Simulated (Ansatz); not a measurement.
Mulliken charges of `[Cl][Al]1[CH2][AlH]1` from B3LYP/def2-TZVPP in Ansatz (PBE0-D4/def2-TZVP geometry).

```csv
atom,x (Å),y (Å),z (Å),charge (e)
Cl1,-2.040,-2.335,1.272,-0.236
Al2,-0.784,-1.081,0.144,0.241
C3,0.321,0.479,0.554,-0.364
Al4,0.349,0.408,-1.406,0.255
H5,0.385,1.283,1.288,0.093
H6,1.187,-0.219,0.717,0.113
H7,0.645,1.398,-2.615,-0.103
```

Question: By hand: the dipole of these point charges (1 e Å = 4.8032 D).

Answer: Σ q r = (0.368, 0.171, -0.356) e Å, of length 0.540 e Å = 2.59 D.

Question: How does the dipole of the full density compare? (An estimate is asked.)

Answer: Ansatz gave: (0.244, 0.219, -0.143) e Å, 1.72 D; the point charges give 1.51 times that, at 23° from its direction.

Point charges leave out the atoms' own dipoles, such as those of lone pairs, and Mulliken's split depends on the basis, so the two needn't agree.

B3LYP here is the variant with VWN-RPA as its local correlation; programs differ in this.
